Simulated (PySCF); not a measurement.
TeF2, SMILES F[Te]F.

Geometry optimised at B3LYP-D3(BJ)/def2-TZVP. The def2 effective core potentials stand for the cores of Te; spin–orbit coupling is left out.

Method: B3LYP/def2-TZVPD run with PySCF.

The molecule is in vacuum.

Computed frontier levels, gap, dipole moment and polarisability:
```json
{
 "highest_occupied_level": "-6.60 eV",
 "lowest_empty_level": "-3.16 eV",
 "orbital_gap": "3.44 eV",
 "dipole_moment": "2.84 D",
 "quadrupole, principal values (traceless, Buckingham form, about the centre of nuclear charge)": "-1.47, -0.84, 2.31 D·Å",
 "mean_static_polarisability": "39.6 bohr³ (5.87 Å³)",
 "polarisability_principal_values": "38.3, 40.2, 40.4 bohr³"
}
```
